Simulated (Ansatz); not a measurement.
Steps of a relaxation of CH₃AlOS, SMILES `[OH][AlH][CH]=S` with RKS PBE0-D4/def2-TZVP.

```sh
$ ansatz run in.yaml --threads 2 --pin off --events-out ev --progress --plain --max-ram 4352MiB
```

```yaml
crystal:
  periodic: [false, false, false]
  atoms:
    - {symbol: O, position_ang: [-1.761200, 0.541302, 0.266966]}
    - {symbol: Al, position_ang: [-0.070056, 0.836045, 0.354857]}
    - {symbol: C, position_ang: [1.060955, -0.664815, -0.307222]}
    - {symbol: S, position_ang: [0.244196, -1.985262, -0.853547]}
    - {symbol: H, position_ang: [-2.001818, -0.332009, -0.099261]}
    - {symbol: H, position_ang: [0.414817, 2.232900, 0.936122]}
    - {symbol: H, position_ang: [2.174306, -0.696160, -0.343516]}
basis:
  gaussian: {orbitals: def2-TZVP}
hamiltonian: {xc: pbe0, dispersion: d4}
relax: {f_tol: 0.005, max_steps: 150}
```

Positions (Å) and forces (eV/Å) along the path, 7 of 7 steps:

```xyz
7
step=1 energy=-20557.1457 eV
O    -1.761    0.541    0.267    0.507   -0.566   -0.252
Al   -0.070    0.836    0.355   -0.582   -0.125   -0.041
C     1.061   -0.665   -0.307   -0.014   -0.573   -0.245
S     0.244   -1.985   -0.854    0.557    0.812    0.335
H    -2.002   -0.332   -0.099    0.179    0.679    0.285
H     0.415    2.233    0.936    0.004   -0.199   -0.084
H     2.174   -0.696   -0.344   -0.651   -0.028    0.002
7
step=2 energy=-20557.1804 eV
O    -1.762    0.540    0.267    0.388   -0.147   -0.072
Al   -0.081    0.827    0.351   -0.345   -0.077   -0.025
C     1.056   -0.657   -0.305   -0.116   -0.320   -0.131
S     0.265   -1.977   -0.850    0.249    0.382    0.157
H    -2.005   -0.321   -0.095    0.000    0.184    0.078
H     0.433    2.203    0.923    0.011   -0.028   -0.012
H     2.155   -0.683   -0.337   -0.188    0.006    0.005
7
step=3 energy=-20557.1882 eV
O    -1.753    0.539    0.264    0.082   -0.039   -0.018
Al   -0.086    0.821    0.350   -0.030    0.038    0.024
C     1.049   -0.658   -0.300   -0.019   -0.022   -0.038
S     0.275   -1.972   -0.847    0.000   -0.007    0.004
H    -2.005   -0.317   -0.094   -0.062    0.013    0.007
H     0.441    2.191    0.919    0.003    0.005    0.001
H     2.141   -0.673   -0.337    0.025    0.012    0.018
7
step=4 energy=-20557.1887 eV
O    -1.755    0.543    0.266    0.081   -0.027   -0.012
Al   -0.087    0.817    0.349   -0.021    0.053    0.026
C     1.051   -0.659   -0.301   -0.003   -0.019   -0.029
S     0.285   -1.977   -0.849   -0.012   -0.013    0.000
H    -2.018   -0.309   -0.090   -0.065   -0.011   -0.003
H     0.441    2.187    0.917    0.005    0.001    0.001
H     2.144   -0.670   -0.336    0.016    0.015    0.017
7
step=5 energy=-20557.1897 eV
O    -1.753    0.543    0.270    0.020   -0.019   -0.010
Al   -0.086    0.814    0.343   -0.010    0.040    0.003
C     1.054   -0.658   -0.312    0.028   -0.019    0.043
S     0.300   -1.985   -0.853   -0.016   -0.016   -0.020
H    -2.047   -0.300   -0.084   -0.019    0.005    0.003
H     0.446    2.182    0.914   -0.002   -0.002    0.001
H     2.148   -0.665   -0.324   -0.001    0.011   -0.021
7
step=6 energy=-20557.1900 eV
O    -1.752    0.544    0.267    0.000   -0.004   -0.002
Al   -0.086    0.813    0.345    0.013   -0.004   -0.001
C     1.057   -0.662   -0.306   -0.016    0.014    0.007
S     0.302   -1.986   -0.854    0.002   -0.001    0.000
H    -2.056   -0.297   -0.083   -0.002    0.002    0.001
H     0.445    2.183    0.914   -0.002   -0.004   -0.002
H     2.151   -0.663   -0.329    0.006   -0.004   -0.002
7
step=7 energy=-20557.1900 eV
O    -1.751    0.544    0.267    0.001    0.000    0.000
Al   -0.085    0.813    0.345   -0.002   -0.001    0.000
C     1.057   -0.662   -0.306   -0.001    0.001    0.001
S     0.303   -1.987   -0.854    0.000    0.001    0.001
H    -2.057   -0.296   -0.083   -0.001    0.000    0.000
H     0.444    2.183    0.915    0.000    0.000    0.000
H     2.151   -0.663   -0.329    0.002   -0.001    0.000
```

It took 27 s on 2 threads of an Arm Neoverse V1 on a shared host, with 0.31 GiB of host memory at the peak.
